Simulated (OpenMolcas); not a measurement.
Pd2+ (d8) on a cation site of an ionic host was computed by SS-CASPT2, IPEA 0.25 Eh, imaginary shift 0.1 Eh with the d shell active (OpenMolcas, ANO-RCC-VDZP on the metal). Its lowest spin-free states, and all those of the highest spin:

| 2S+1 | Degeneracy | E (cm-1) |
| --- | --- | --- |
| 3 | 3 | 0 |
| 3 | 3 | 7010 |
| 1 | 3 | 9570 |
| 1 | 2 | 10530 |
| 3 | 1 | 15590 |
| 3 | 3 | 17070 |
| 1 | 3 | 18990 |
| 1 | 1 | 19910 |
| 1 | 3 | 22020 |
| 1 | 2 | 28070 |
| 1 | 1 | 44130 |

Task: Is the site octahedral, tetrahedral or cube-like, axial, or of lower symmetry?

Result: The states with 2S+1 = 3 have orbital degeneracies 3, 3, 1, 3. Threefold states need a cubic site. For d8 at this spin an octahedron puts the single A2 below the threefold T2 and a tetrahedron or cube puts the threefold T1 below the threefold T2, so the site is a tetrahedron or a cube, which this pattern cannot tell apart. The run had Pd2+ with its 8 nearest fluoride ions at 2.323 Å, on the Ca site of CaF2 (a = 5.46294 Å, distance in the model lattice 2.366 Å). The rest of the host is ab initio model potentials to 7.6 Å and point charges beyond; the distance is set by hand and nothing relaxes. Ligand basis ANO-RCC-VDZP.

Roots that are degenerate in the reference are averaged as groups; the widest CASPT2 spread within a group is 570 cm-1 (the 3-fold group of multiplicity 1 near 22000 cm-1 above the lowest state of its run). Shifts and gaps below about the spread of the groups concerned are not significant. Over all roots computed the reference weight is 0.68 to 0.69; a low but even weight reflects the number of correlated electrons. An orbital triplet at a regular site is open to Jahn-Teller coupling, which can distort the site and quench the lowest spin-orbit gaps and is left out. Real 4d8 and 5d8 ions are as a rule square planar and diamagnetic. Ligand-to-metal charge-transfer states are missing. With no ligand orbital active B as a rule stays too high, so bands that hang on it stand too high and its fall with covalency is understated. With one d shell and no ligand orbital active, 10Dq can be off by a tenth or more. Free-ion shares, where given, are those of the reference states; single-state CASPT2 does not remix them. No measured value stands beside these numbers; the geometry was set by hand and not optimised.
